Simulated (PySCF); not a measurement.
Species: C5H6BFO.
Cartesian coordinates in Å at the GFN2-xTB level; atoms count from 1:
```xyz
14
C5H6BFO angstrom
O     -0.482   -2.557    0.448
C     -0.175   -1.443    0.087
C      1.242   -1.018    0.035
C      1.627    0.266    0.025
B      0.564    1.395    0.111
F      0.934    2.662    0.198
C     -0.958    0.984    0.158
C     -1.196   -0.432   -0.383
H      1.954   -1.834    0.056
H      2.687    0.488   -0.001
H     -1.278    1.011    1.205
H     -1.607    1.690   -0.363
H     -1.120   -0.412   -1.474
H     -2.192   -0.798   -0.125
```

The closed-shell ground state was solved at several levels (PySCF, density fitting, gas phase, non-relativistic).

| level | basis functions | total energy (Eh) | HOMO (eV) | LUMO (eV) | gap (eV) | dipole (D) |
| --- | --- | --- | --- | --- | --- | --- |
| CAM-B3LYP/def2-SVPD | 214 | -393.6710 | -8.97 | -1.43 | 7.54 | 1.94 |
| PBE0/pcSseg-1 | 166 | -393.6335 | -7.44 | -2.51 | 4.93 | 1.77 |

(1) What might B3LYP/pcJ-1 (276 basis functions) give for the same quantities?

(2) Over all these levels, which gives the widest orbital gap and which the narrowest?

(3) How far do the dipole and the HOMO energy spread over the levels?

Results:

(1) Total energy -394.1345 Eh, HOMO -7.17 eV, LUMO -2.69 eV, gap 4.48 eV, dipole 1.77 D.

(2) CAM-B3LYP/def2-SVPD (range-separated hybrid) has the widest, 7.54 eV, and B3LYP/pcJ-1 (global hybrid, 20 % exact exchange) the narrowest, 4.48 eV. Functional and basis both differ between the two, so the spread mixes both effects.

(3) The dipole runs from 1.77 to 1.94 D (mean 1.83 D) and the HOMO from -8.97 to -7.17 eV.

One conformer stands for the species.
